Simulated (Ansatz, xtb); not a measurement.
**C5H6Cl2O2: which of two isomers lies lower**

We compare X, `O=C(Cl)CCCC(=O)Cl`, a singlet, with Y, `CC(C)(C(=O)Cl)C(=O)Cl`, a singlet. Both are isolated molecules in the gas phase, relaxed with PBE0-D3(BJ)/def2-SVP, each in the lowest conformer that the search found.

Quicker runs give these differences E(Y) − E(X): GFN2-xTB +1.81 kcal/mol; HF/STO-3G +3.53 kcal/mol (at GFN2-xTB geometries); r2SCAN-D4/def2-SVP +1.86 kcal/mol (at GFN2-xTB geometries).

Problem. Estimate E(Y) − E(X) at the level CCSD(T)/def2-SVP + ΔMP2/def2-TZVPP.

Solution. Not settled: CCSD(T)/def2-SVP + ΔMP2/def2-TZVPP gives E(Y) − E(X) = +1.19 kcal/mol, but this leans on the basis-set step: CCSD(T) alone gives −0.71 kcal/mol.

The same difference at several levels:

```tsv
level	geometry	E(Y) − E(X) (kcal/mol)	departure from the last row (kcal/mol)	job, with rough time for the two
GFN2-xTB	GFN2-xTB	+1.81	+0.63	optimisation, 0.25 s
HF/STO-3G	GFN2-xTB	+3.53	+2.34	single point, 0.66 s
r2SCAN-D4/def2-SVP	GFN2-xTB	+1.86	+0.68	single point, 5.5 s
PBE0-D3(BJ)/def2-SVP	PBE0-D3(BJ)/def2-SVP	+2.43	+1.24	optimisation, 70 s
HF/def2-SVP	PBE0-D3(BJ)/def2-SVP	+6.36	+5.18	part of the CCSD(T) run
MP2/def2-SVP	PBE0-D3(BJ)/def2-SVP	−1.96	−3.15	part of the CCSD(T) run
CCSD(T)/def2-SVP	PBE0-D3(BJ)/def2-SVP	−0.71	−1.89	single point
CCSD(T)/def2-SVP + ΔMP2/def2-TZVPP	PBE0-D3(BJ)/def2-SVP	+1.19		single point, 3.2 min
```

As drawn, both hold the same kinds of bond in the same numbers. Structure X has 0 methyl groups, Y 2.

MP2/def2-SVP, CCSD(T)/def2-SVP put the two in the other order. The largest departure from CCSD(T)/def2-SVP + ΔMP2/def2-TZVPP is that of HF/def2-SVP, 5.18 kcal/mol. The last row adds to CCSD(T) the change of the MP2 difference between the two basis sets, here +1.89 kcal/mol.

With thermal terms from frequencies at re-optimised GFN2-xTB minima (ideal gas, soft modes damped towards free rotors, one conformer each, 298.15 K, 1 atm): the zero-point term adds −0.53 kcal/mol; ΔH is +1.06 and ΔG +0.70 kcal/mol.

The correlated steps freeze 17 core orbitals. Codes used: Ansatz 0.2.0, xtb 6.7.1; the last row on 4 threads of Arm Neoverse V1 on a shared host.
